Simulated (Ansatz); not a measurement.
Calculated with Ansatz (gas phase, PBE0-D4/def2-TZVP geometries, no zero-point term in ΔE). CCSD(T)/CBS is the MP2 limit (def2-TZVPP, def2-QZVPP) plus CCSD(T) − MP2 in def2-TZVPP, frozen cores. Functionals use def2-TZVPP. For Se outer-core shells are correlated without core-valence functions, which leaves a few kJ/mol of doubt a bond. Scalar relativity is left out up to krypton. One conformer a species, not always the lowest.

Reaction (isomerisation): `O[SiH]([SiH3])[SeH]` → `O[SiH2][SiH2][SeH]`

```csv
level,ΔE (eV)
PBE-D4,0.10
PBE0-D4,0.09
PBE,0.10
CCSD(T)/def2-TZVPP,0.10
```

(1) What does CCSD(T)/CBS give? (Estimate.)

Largest T1 diagnostic among the species: 0.011.

Answers

(1) Ansatz gave: +0.09 eV. The listed levels differ from it by 0.01, 0.00, 0.01, 0.01 eV.
